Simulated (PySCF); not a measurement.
Numbering as in the mapped SMILES `[O:1]=[C:2]1[CH2:3][CH2:4][CH2:5][CH2:6][CH2:7]1`; H(Xn) means a hydrogen on atom n.

Geometry: PBE0-D3(BJ)/def2-TZVP; GIAO shifts from PySCF 2.14, gas phase, non-relativistic, averaged over equivalent atoms.

At B97-2/pcSseg-2 (392 basis functions, 2.4 min wall time (4.7 min CPU) on 2 threads of an Intel Xeon, shared host):
```
      atoms  δ (ppm)
         O1    639.5
         C2    217.7
      C3/C7     45.7
      C4/C6     32.3
         C5     29.9
H(C3)/H(C7)     2.26
H(C4)/H(C6)     1.83
      H(C5)     1.72
```

Referencing at the same level of theory: ¹⁷O (σref 327.66) vs H2O; TMS for ¹³C (σref 185.38) and ¹H (σref 31.64).

Q: What do these become at KT3/pcSseg-2?

A: 
| atoms | δ at KT3/pcSseg-2 | change |
| --- | --- | --- |
| O1 | 601.3 | -38.2 |
| C2 | 205.7 | -12.0 |
| C3/C7 | 45.7 | +0.0 |
| C4/C6 | 34.3 | +2.0 |
| C5 | 31.3 | +1.4 |
| H(C3)/H(C7) | 2.32 | +0.06 |
| H(C4)/H(C6) | 1.98 | +0.15 |
| H(C5) | 1.79 | +0.07 |

Shifts are taken against calculated references (same method and geometry level): ¹⁷O (σref 325.30) vs H2O; ¹³C (σref 183.24), ¹H (σref 31.63) against TMS.

The largest change is at O1 (ketone oxygen). Cost: 392 basis functions, 3.1 min wall time (6 min CPU) on 2 threads of an Intel Xeon, shared host. The order of the carbon signals is the same at both levels.

Unscaled 17O shifts of doubly bonded oxygen tend to come out too high, by tens of ppm or more. Experimental scales use liquid or dissolved standards, which lie at an offset from isolated H2O (liquid H2O: subtract about 36 ppm).
